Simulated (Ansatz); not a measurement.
ClGeH₃O₃, SMILES `[OH][Ge]([OH])([OH])[Cl]`, 8 atoms. Charge 0, multiplicity 1. Correlated methods include outer-core shells of Ge, which these sets cover unevenly. Scalar relativity is left out up to krypton. All runs use 4 threads of a server CPU on a shared host. Correlated methods freeze the cores.

Task: How many basis functions does each run have, and how long does it take in Ansatz? RHF-CCSD(T)/def2-SVP energy; RKS B3LYP-D4/def2-TZVPP energy and forces; RHF-CCSD(T)/def2-TZVPP energy; RKS PBE0-D4/def2-TZVP frequencies; RKS ωB97M-V/def2-SVP energy; RKS PBE0-D4/def2-SVP energy; RKS PBE-QIDH (frozen core)/def2-TZVPP energy; RKS ωB97M-V/def2-TZVPP energy and forces; RKS ωB97M-V/def2-QZVPP energy; RKS PBE0-D4/def2-QZVPP energy; RHF-MP2/def2-QZVPP energy; RKS SPW92/def2-TZVPP energy. (An estimate is asked.)

Result: Ansatz gave: Other jobs shared the machine, so times are rough.

```
                                level                job  functions  wall time  peak host memory (GiB)
                 RKS PBE0-D4/def2-SVP             energy        107     0.95 s                    0.25
                 RKS SPW92/def2-TZVPP             energy        225        1 s                    0.31
                 RKS ωB97M-V/def2-SVP             energy        107      2.9 s                    0.35
              RKS B3LYP-D4/def2-TZVPP  energy and forces        225      3.2 s                     0.7
RKS PBE-QIDH (frozen core)/def2-TZVPP             energy        225      3.9 s                    0.61
                 RHF-CCSD(T)/def2-SVP             energy        107      4.3 s                    0.52
               RKS ωB97M-V/def2-TZVPP  energy and forces        225        7 s                    0.87
               RKS PBE0-D4/def2-QZVPP             energy        420        7 s                     1.7
               RKS ωB97M-V/def2-QZVPP             energy        420       13 s                     1.9
                   RHF-MP2/def2-QZVPP             energy        420       15 s                     2.2
               RHF-CCSD(T)/def2-TZVPP             energy        225       93 s                     3.9
                RKS PBE0-D4/def2-TZVP        frequencies        196      110 s                    0.63
```

B3LYP here is the variant with VWN-RPA as its local correlation; programs differ in this.
